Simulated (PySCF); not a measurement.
# RbF: energy against distance

Set-up: PySCF, spin-free X2C with a Gaussian nucleus, basis sets Rb x2c-TZVPall, F x2c-TZVPall. Energies in eV from Rb + F in their ground configurations at the same level. State: ¹Σ⁺ (singlet), closed shell.

All columns are PBE0. A positive dipole means Rb(−)F(+).

| R (Å) | E (eV) | μ (D) | Mulliken charge on Rb (basis-dependent) | HOMO (eV) | LUMO (eV) | Mayer bond order | ⟨S²⟩ |
| --- | --- | --- | --- | --- | --- | --- | --- |
| 1.941 | -4.212 | -5.96 | 0.61 | -6.74 | -0.71 | 0.61 | 0.00 |
| 2.031 | -4.572 | -6.66 | 0.66 | -6.70 | -0.80 | 0.56 | 0.00 |
| 2.122 | -4.767 | -7.30 | 0.70 | -6.60 | -0.88 | 0.52 | 0.00 |
| 2.189 | -4.834 | -7.75 | 0.72 | -6.51 | -0.94 | 0.49 | 0.00 |
| 2.257 | -4.851 | -8.19 | 0.74 | -6.40 | -1.00 | 0.47 | 0.00 |
| 2.325 | -4.830 | -8.61 | 0.75 | -6.28 | -1.06 | 0.45 | 0.00 |
| 2.415 | -4.760 | -9.14 | 0.76 | -6.06 | -1.14 | 0.44 | 0.00 |
| 2.528 | -4.626 | -9.78 | 0.78 | -5.80 | -1.23 | 0.42 | 0.00 |
| 2.663 | -4.427 | -10.52 | 0.79 | -5.52 | -1.34 | 0.41 | 0.00 |
| 2.844 | -4.137 | -11.46 | 0.79 | -5.20 | -1.47 | 0.40 | 0.00 |

A fit through these points gives, at Re = 2.251 Å, μ = -8.15 D and dμ/dR = -6.31 D/Å; the reduced mass is 15.52 u.

Problem. How strong is the fundamental in the double-harmonic approximation, I = 42.26·(dμ/dR)²/μred km/mol?

Solution. I = 42.26·(-6.31)²/15.52 = 108 km/mol at PBE0.
